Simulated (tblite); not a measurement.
F₂Si, charge -1, doublet, geometry from GFN2-xTB (a state made from the parent by changing its charge; the spin is typed, not shown lowest); tblite 0.6.0 with GFN1-xTB.

tblite was given this input:
```
$ tblite run mol.xyz --method gfn1 --charge -1 --spin 1 --json tblite.json --no-restart

# file mol.xyz
3

Si    -0.04213560    -0.02012493     0.71616938
F      1.18435672    -0.74997636    -0.51078231
F     -1.11881245     0.78128181    -0.60325896
```

### Question
Predict the main parts of the log of this tblite run.

### Answer

```
xTB calculator
 | screened Coulomb repulsion
 | Coulomb electrostatics
 |  * isotropic Klopman-Ohno-Mataga-Nishimoto electrostatics
 |  * onsite third-order electrostatics
 | DFT-D3(BJ) dispersion correction

halogen bonding energy    0.0000000000000E+00 Eh
repulsion energy          2.1246770664115E-03 Eh
dispersion energy        -3.7547011866984E-04 Eh
number of electrons       1.9000000000000E+01 e
integral cutoff           2.8146159136829E+01 bohr

------------------------------------------------------------
  cycle        total energy    energy error   density error
------------------------------------------------------------
      1     -12.35482593121  -1.2356575E+01   3.4371936E-01
      2     -12.35496648502  -1.4055380E-04   2.0351416E-01
      3     -12.35502334503  -5.6860018E-05   9.4931110E-03
      4     -12.35502531945  -1.9744151E-06   4.1769210E-03
      5     -12.35502559988  -2.8042926E-07   2.0652107E-04
      6     -12.35502561233  -1.2454739E-08   2.0747431E-05
      7     -12.35502561242  -8.3142382E-11   2.0706020E-06
------------------------------------------------------------

electronic energy        -1.2356774819363E+01 Eh
total energy             -1.2355025612415E+01 Eh

Post processing:
 | Mayer-Wiberg bond orders

[Info] JSON dump of results written to 'tblite.json'
```
